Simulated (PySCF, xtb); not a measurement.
C₃H₅ClOSi, SMILES Cl[Si@@H]1CC=CO1.

xtb with GFN2-xTB at its own geometry gives an orbital gap of 4.92 eV and a dipole moment of 2.40 D.

Geometry: B3LYP-D3(BJ)/def2-SVP. The structure was generated by enumeration; whether it is a known compound was not checked. Other conformers were not sampled.

Problem. What does PBE0/def2-TZVP run with PySCF give? (Estimate from the structure and the level; the computed values follow.)

Solution. gap 7.09 eV (levels -6.79 and 0.30 eV), dipole 1.98 D.
